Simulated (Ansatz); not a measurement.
Basis sets compared for the cluster B10⁺. Total charge 1; doublet. Geometry PBE0-D4/def2-SVP. Ansatz on 4 threads of Arm Neoverse V1 on a shared host; times are rough, and most runs start from earlier orbitals.

| atom | x (Å) | y (Å) | z (Å) |
| --- | --- | --- | --- |
| B1 | -0.518 | 1.069 | -1.853 |
| B2 | -0.168 | -1.446 | 0.397 |
| B3 | -0.469 | -1.257 | 1.934 |
| B4 | 0.703 | 0.779 | 0.789 |
| B5 | -0.956 | 0.082 | 1.050 |
| B6 | -0.828 | 0.985 | -0.285 |
| B7 | 0.363 | -0.978 | -1.081 |
| B8 | 0.889 | 0.762 | -0.816 |
| B9 | 0.441 | -0.021 | 2.149 |
| B10 | 0.543 | 0.025 | -2.285 |

The structure comes from a short search, and lower isomers may exist.

| level | functions | energy (Eh) | HOMO (eV) | LUMO (eV) | wall time |
| --- | --- | --- | --- | --- | --- |
| PBE-D4/def2-SVP | 140 | -247.3524 | -10.70 | -10.17 | 3.6 s |
| PBE0-D4/def2-SVP | 140 | -247.3807 | -11.55 | -9.39 | 5.5 s |

(1) Estimate the rows for PBE-D4/def2-TZVP, PBE0-D4/def2-TZVP.

Results:

(1) 
```tsv
level	functions	energy (Eh)	HOMO (eV)	LUMO (eV)	wall time
PBE-D4/def2-TZVP	310	-247.6025	-10.69	-10.15	9.5 s
PBE0-D4/def2-TZVP	310	-247.6299	-11.52	-9.35	19 s
```
